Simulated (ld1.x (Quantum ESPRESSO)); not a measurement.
**Ne (Z = 10), TM semilocal: configuration errors across variants**

- Element: neon
- Generator: ld1.x (Quantum ESPRESSO) 7.5
- Type: norm-conserving Troullier–Martins (semilocal form)
- Functional: PBE
- Relativity: scalar-relativistic
- Frozen core: [He]
- Valence charge: 8
- Reference configuration: 2s2 2p5 (charge +1)
- Partial waves: 2s (bound): rc 0.55 bohr; 2p (bound): rc 0.90 bohr
- Local potential: the p channel
- Core correction: none

All-electron excitation energies from the reference (eV): (1) 2s2 2p6 -22.475; (2) 2s2 2p4 43.268; (3) 2s2 2p3 110.699; (4) 2s1 2p6 23.407; (5) 2s2 2p5.5 -13.608; (6) 2s2 2p2 205.328.

In the semilocal form every listed channel keeps its own potential, so the choice of the local channel does not act on these tests. It acts once the file is put into the separable form.

A semilocal file is local in each channel, so a ghost entry of none says nothing of the separable form that plane-wave codes build from it.

2 further variants failed, have other tests or too few solved ones, and are left out.

Errors AE − PS in meV (a dash: test not solved or not reliable):

| change | (1) | (2) | (3) | (4) | (5) | (6) | bound ghosts |
| --- | --- | --- | --- | --- | --- | --- | --- |
| base | -2.1 | +0.5 | +56 | +19 | +0.3 | +312 | none |
| wave 2s (bound): rc 0.55 bohr becomes 2s (bound): rc 0.84 bohr | +0.2 | +6.7 | +92 | +31 | +1.1 | +422 | none |
| core correction a·sin(br)/r model core inside 0.42 bohr | -2.3 | -0.7 | +47 | +22 | +0.2 | +271 | none |
| wave 2p (bound): rc 0.90 bohr becomes 2p (bound): rc 0.70 bohr | +1.6 | -1.1 | +22 | +12 | +1.2 | +135 | none |
| core correction a·sin(br)/r model core inside 0.30 bohr | -2.0 | +0.7 | +56 | +20 | +0.4 | +304 | none |
| wave 2s (bound): rc 0.55 bohr becomes 2s (bound): rc 0.76 bohr | -1.1 | +3.3 | +72 | +24 | +0.7 | +362 | none |

Question: Give the same row for: type ultrasoft, which also changes the form from semilocal to separable; waves now 2s (bound): rcut 0.50, rcutus 0.55 bohr; 2s channel at -3 Ry: rcut 0.50, rcutus 0.55 bohr; 2p (bound): rcut 0.80, rcutus 0.90 bohr; 2p channel at 1 Ry: rcut 0.80, rcutus 0.90 bohr; local potential all-electron potential smoothed inside 0.60 bohr (lloc = -2); augmentation PSQ, inside the norm-conserving radii.

Answer: -2.2, -11, -40, +11, -0.3, -59; bound ghosts: none.
